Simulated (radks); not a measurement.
Results of a calculation; reference values are marked as such.
Species: neutral nitrogen. Configuration: [He] 2s2 2p3. Code: a radial shooting solver on a logarithmic mesh with Libxc functionals. Model: Dirac Kohn-Sham, PBEsol, spin-unpolarised, spherical densities, point nucleus; open shells are shared between the two j in proportion to 2j + 1; speed of light set to 205.554 atomic units (1.5 times the physical value, a model run).

Unscreened Slater integrals over Kohn-Sham orbitals (hartree). Large and small components are both included.

F0(2p3/2,2p3/2): 0.63054
F2(2p3/2,2p3/2): 0.27799
F0(2p3/2,2p1/2): 0.63071
G2(2p3/2,2p1/2): 0.27803
F0(2p3/2,2s1/2): 0.65674
G1(2p3/2,2s1/2): 0.39804
F0(2p3/2,1s1/2): 0.92602
G1(2p3/2,1s1/2): 0.088404
F0(2p1/2,2p1/2): 0.63088
F0(2p1/2,2s1/2): 0.65692
G1(2p1/2,2s1/2): 0.39812
F0(2p1/2,1s1/2): 0.92655
G1(2p1/2,1s1/2): 0.088502
F0(2s1/2,2s1/2): 0.68844
F0(2s1/2,1s1/2): 0.98143
G0(2s1/2,1s1/2): 0.069063
F0(1s1/2,1s1/2): 4.0950
